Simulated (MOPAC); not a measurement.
MOPAC input (PM3):

```
PM3 FORCE THERMO(298,298) PRECISE LET GEO-OK AUX(PRECISION=9) THREADS=1
C3H2O

O     1.51624816 1   -0.19006876 1    0.06223102 1
C     0.32662988 1   -0.04094774 1    0.01340565 1
C    -1.01347409 1   -0.55009164 1   -0.04921253 1
C    -0.84728544 1    0.78325088 1   -0.02715970 1
H    -1.69583407 1   -1.38090916 1   -0.08752584 1
H    -1.30475474 1    1.75689810 1   -0.03562887 1
```

From the output:

```
     H    6   0.077637   0.266485   0.397312   5.516420   0.046846   5.823029

          HEAT OF FORMATION =      38.783173 KCALS/MOLE

          ZERO POINT ENERGY      25.070 KCAL/MOL

           NORMAL COORDINATE ANALYSIS (Total motion = 1 Angstrom)

   Root No.       1         2         3         4         5         6         7         8

                 1 B2      1 B1      2 B1      1 A1      2 B2      1 A2      2 A1      3 B2

                 470.4     497.9     826.2     907.5     971.5     989.9    1124.0    1224.6

   x  O    1    0.0000    0.0000    0.0000   -0.0500   -0.0000    0.0000    0.1461   -0.0000
   y  O    1   -0.1240    0.0000    0.0000   -0.0000    0.0060    0.0000    0.0000    0.0004
   z  O    1   -0.0000   -0.1013   -0.0133    0.0000   -0.0000   -0.0000    0.0000   -0.0000
   x  C    2   -0.0000   -0.0000   -0.0000   -0.0351    0.0000    0.0000    0.0553   -0.0000
   y  C    2    0.1666   -0.0000   -0.0000   -0.0000   -0.0999   -0.0000    0.0000    0.1142
   z  C    2    0.0000    0.2395    0.0651    0.0000   -0.0000   -0.0000    0.0000    0.0000
   x  C    3    0.0909   -0.0000    0.0000    0.0200   -0.0016    0.0000   -0.1404   -0.1558
   y  C    3    0.0069    0.0000    0.0000   -0.0122    0.0594    0.0000    0.0352   -0.0374
   z  C    3    0.0000   -0.0269   -0.0576   -0.0000    0.0000   -0.0825   -0.0000    0.0000
   x  C    4   -0.0909    0.0000    0.0000    0.0200    0.0016   -0.0000   -0.1404    0.1558
   y  C    4    0.0069    0.0000    0.0000    0.0122    0.0594   -0.0000   -0.0352   -0.0374
   z  C    4   -0.0000   -0.0269   -0.0576    0.0000   -0.0000    0.0825    0.0000    0.0000
   x  H    5    0.2476    0.0000   -0.0000    0.3677    0.3528   -0.0000    0.1836    0.1510
   y  H    5   -0.0902    0.0000   -0.0000   -0.2305   -0.1606   -0.0000   -0.1763   -0.2386
   z  H    5    0.0000   -0.3027    0.4032   -0.0000    0.0000    0.4175   -0.0000    0.0000
   x  H    6   -0.2476    0.0000   -0.0000    0.3677   -0.3528    0.0000    0.1836   -0.1510
   y  H    6   -0.0902    0.0000   -0.0000    0.2305   -0.1606    0.0000    0.1763   -0.2386
   z  H    6   -0.0000   -0.3027    0.4032    0.0000   -0.0000   -0.4175    0.0000   -0.0000

   Root No.       9        10        11        12

                 3 A1      4 A1      4 B2      5 A1

                1771.8    2224.7    3248.5    3279.7

   x  O    1   -0.0782   -0.1521   -0.0000   -0.0007
   y  O    1   -0.0000    0.0000    0.0002   -0.0000
   z  O    1    0.0000    0.0000   -0.0000    0.0000
   x  C    2    0.0694    0.3223   -0.0000    0.0082
   y  C    2    0.0000    0.0000    0.0010    0.0000
   z  C    2    0.0000    0.0000   -0.0000    0.0000
   x  C    3    0.0055   -0.0539   -0.0218   -0.0236
   y  C    3    0.1971   -0.0796   -0.0333   -0.0442
   z  C    3   -0.0000    0.0000   -0.0000    0.0000
   x  C    4    0.0055   -0.0539    0.0218   -0.0236
   y  C    4   -0.1971    0.0796   -0.0333    0.0442
   z  C    4    0.0000   -0.0000    0.0000   -0.0000
   x  H    5    0.1419   -0.0716    0.2446    0.2378
   y  H    5    0.1797   -0.1505    0.3892    0.3767
   z  H    5   -0.0000    0.0000   -0.0000    0.0000
   x  H    6    0.1419   -0.0716   -0.2446    0.2378
   y  H    6   -0.1797    0.1505    0.3892   -0.3767
   z  H    6    0.0000   -0.0000    0.0000   -0.0000

           MASS-WEIGHTED COORDINATE ANALYSIS (NORMAL COORDINATES)

   Root No.       1         2         3         4         5         6         7         8

                 1 B2      1 B1      2 B1      1 A1      2 B2      1 A2      2 A1      3 B2

                 470.4     497.9     826.2     907.5     971.5     989.9    1124.0    1224.6

   x  O    1    0.0000    0.0000    0.0000   -0.2991   -0.0000    0.0000    0.5809   -0.0000
   y  O    1   -0.5175    0.0000    0.0000   -0.0000    0.0336    0.0000    0.0000    0.0019
   z  O    1   -0.0000   -0.3943   -0.0783    0.0000   -0.0000   -0.0000    0.0000   -0.0000
   x  C    2   -0.0000   -0.0000   -0.0000   -0.1819    0.0000    0.0000    0.1906   -0.0000
   y  C    2    0.6022   -0.0000   -0.0000   -0.0000   -0.4857   -0.0000    0.0000    0.4096
   z  C    2    0.0000    0.8081    0.3324    0.0000   -0.0000   -0.0000    0.0000    0.0000
   x  C    3    0.3286    0.0000    0.0000    0.1037   -0.0076    0.0000   -0.4836   -0.5587
   y  C    3    0.0250    0.0000    0.0000   -0.0630    0.2890    0.0000    0.1211   -0.1341
   z  C    3    0.0000   -0.0908   -0.2937   -0.0000    0.0000   -0.3983   -0.0000    0.0000
   x  C    4   -0.3286    0.0000    0.0000    0.1037    0.0075   -0.0000   -0.4836    0.5587
   y  C    4    0.0250    0.0000    0.0000    0.0630    0.2890   -0.0000   -0.1211   -0.1340
   z  C    4   -0.0000   -0.0908   -0.2937    0.0000   -0.0000    0.3983    0.0000    0.0000
   x  H    5    0.2593    0.0000   -0.0000    0.5517    0.4968   -0.0000    0.1833    0.1568
   y  H    5   -0.0945    0.0000   -0.0000   -0.3458   -0.2261   -0.0000   -0.1760   -0.2479
   z  H    5    0.0000   -0.2959    0.5962   -0.0000    0.0000    0.5843   -0.0000    0.0000
   x  H    6   -0.2593    0.0000   -0.0000    0.5517   -0.4968    0.0000    0.1833   -0.1568
   y  H    6   -0.0945    0.0000   -0.0000    0.3458   -0.2261    0.0000    0.1760   -0.2479
   z  H    6   -0.0000   -0.2959    0.5962    0.0000   -0.0000   -0.5843    0.0000   -0.0000

   Root No.       9        10        11        12

                 3 A1      4 A1      4 B2      5 A1

                1771.8    2224.7    3248.5    3279.7

   x  O    1   -0.2861   -0.4418   -0.0000   -0.0044
   y  O    1   -0.0000    0.0000    0.0010   -0.0000
   z  O    1    0.0000    0.0000   -0.0000    0.0000
   x  C    2    0.2201    0.8113   -0.0000    0.0419
   y  C    2    0.0000    0.0000    0.0053    0.0000
   z  C    2    0.0000    0.0000   -0.0000    0.0000
   x  C    3    0.0173   -0.1356   -0.1107   -0.1203
   y  C    3    0.6248   -0.2005   -0.1694   -0.2255
   z  C    3   -0.0000    0.0000   -0.0000    0.0000
   x  C    4    0.0173   -0.1356    0.1107   -0.1203
   y  C    4   -0.6248    0.2004   -0.1694    0.2255
   z  C    4    0.0000   -0.0000    0.0000   -0.0000
   x  H    5    0.1303   -0.0522    0.3605    0.3516
   y  H    5    0.1650   -0.1097    0.5736    0.5569
   z  H    5   -0.0000    0.0000   -0.0000    0.0000
   x  H    6    0.1303   -0.0522   -0.3605    0.3516
   y  H    6   -0.1650    0.1097    0.5736   -0.5569
   z  H    6    0.0000   -0.0000    0.0000   -0.0000

          DESCRIPTION OF VIBRATIONS

 VIBRATION          1    1B2         ATOM PAIR     ENERGY CONTRIBUTION    RADIAL
 FREQUENCY           470.41         C 3 -- C 4         +23.7% (114.4%)      0.0%
 TRANSITION DIPOLE   0.7265         O 1 -- C 2         +22.0% (110.3%)      0.0%
 TRAVEL (Ang.)       0.2178         C 2 -- C 3         +17.5% ( 98.5%)      0.1%
 REDUCED MASS        3.0220         C 2 -- C 4         +17.5% ( 98.5%)      0.1%
 EFFECTIVE MASS     15.3114
 FORCE CONSTANT      0.3940

 VIBRATION          2    1B1         ATOM PAIR     ENERGY CONTRIBUTION    RADIAL
 FREQUENCY           497.94         O 1 -- C 2         +35.1% ( 94.9%)      0.0%
 TRANSITION DIPOLE   0.1478         C 2 -- C 4         +26.6% ( 82.6%)      0.0%
 TRAVEL (Ang.)       0.1566         C 2 -- C 3         +26.6% ( 82.6%)      0.0%
 REDUCED MASS        5.5249         C 4 -- H 6          +5.7% ( 38.1%)      0.0%
 EFFECTIVE MASS     11.8745
 FORCE CONSTANT      0.8071

 VIBRATION          3    2B1         ATOM PAIR     ENERGY CONTRIBUTION    RADIAL
 FREQUENCY           826.19         C 3 -- H 5         +40.0% ( 71.7%)      0.0%
 TRANSITION DIPOLE   0.9775         C 4 -- H 6         +40.0% ( 71.7%)      0.0%
 TRAVEL (Ang.)       0.3749         C 2 -- C 4          +7.0% ( 30.0%)      0.0%
 REDUCED MASS        0.5807         C 2 -- C 3          +7.0% ( 30.0%)      0.0%
 EFFECTIVE MASS      3.2396
 FORCE CONSTANT      0.2335

 VIBRATION          4    1A1         ATOM PAIR     ENERGY CONTRIBUTION    RADIAL
 FREQUENCY           907.54         C 4 -- H 6         +30.4% ( 61.5%)      0.0%
 TRANSITION DIPOLE   0.0683         C 3 -- H 5         +30.4% ( 61.5%)      0.0%
 TRAVEL (Ang.)       0.3822         C 2 -- C 4         +14.2% ( 42.1%)     58.0%
 REDUCED MASS        0.5088         C 2 -- C 3         +14.2% ( 42.1%)     58.0%
 EFFECTIVE MASS      3.2560
 FORCE CONSTANT      0.2469

 VIBRATION          5    2B2         ATOM PAIR     ENERGY CONTRIBUTION    RADIAL
 FREQUENCY           971.47         C 3 -- H 5         +22.9% ( 68.3%)      5.3%
 TRANSITION DIPOLE   0.5727         C 4 -- H 6         +22.9% ( 68.3%)      5.3%
 TRAVEL (Ang.)       0.2615         C 2 -- C 4         +20.2% ( 64.1%)     21.1%
 REDUCED MASS        1.0152         C 2 -- C 3         +20.2% ( 64.1%)     21.1%
 EFFECTIVE MASS      5.4822
```
